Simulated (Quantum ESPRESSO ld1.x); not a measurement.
Values are calculated unless marked as measured or tabulated.
Task: Nb, 41 electrons, occupied as [Kr] 4d3 5s1 5d1 (not the ground configuration). Code: ld1.x of Quantum ESPRESSO 7.5. Model: scalar-relativistic Kohn-Sham, LDA (Slater exchange, Perdew-Wang correlation), spin-polarised, spherical densities, point nucleus; open shells are filled with parallel spins first. Some entries of the table are withheld. Estimate them.

orbital,occ.,eigenvalue (hartree),<1/r> (bohr^-1),<r^2> (bohr^2)
1s up,1,-690.442,42.35,0.001761
1s down,1,-690.441,42.35,0.001761
2s up,1,-96.8001,9.514,0.02951
2s down,1,-96.7894,9.514,0.02951
2p up,3,-86.5249,9.267,0.02321
2p down,3,-86.5165,9.268,0.02321
3s up,1,-16.3204,3.247,0.2261
3s down,1,-16.3121,3.247,0.2260
3p up,3,-12.9628,3.088,0.2323
3p down,3,-12.9538,3.089,0.2321
3d up,5,-7.45657,2.854,0.2267
3d down,5,-7.44469,2.854,0.2263
4s up,1,-2.39746,1.177,1.518
4s down,1,-2.33711,1.184,1.503
4p up,3,-1.51934,1.036,1.930
4p down,3,-1.45217,1.044,1.904
4d up,3,-0.33686,0.6867,4.608
5s up,1,-0.30500,0.3971,11.92
4d down,0,-0.25717,0.6885,4.740
5s down,0,-0.23522,0.3774,13.29
5p up,0,-0.15571,0.3070,(1)
5p down,0,-0.10467,0.2729,(2)
6s up,0,(3),0.1403,88.90
6s down,0,(4),0.1254,111.8
5d up,1,-0.02901,0.1303,105.2
5d down,0,-0.01568,0.1036,157.3

Result: 
(1) 5p up <r^2> (bohr^2): 20.14
(2) 5p down <r^2> (bohr^2): 25.70
(3) 6s up eigenvalue (hartree): -0.05764
(4) 6s down eigenvalue (hartree): -0.04073
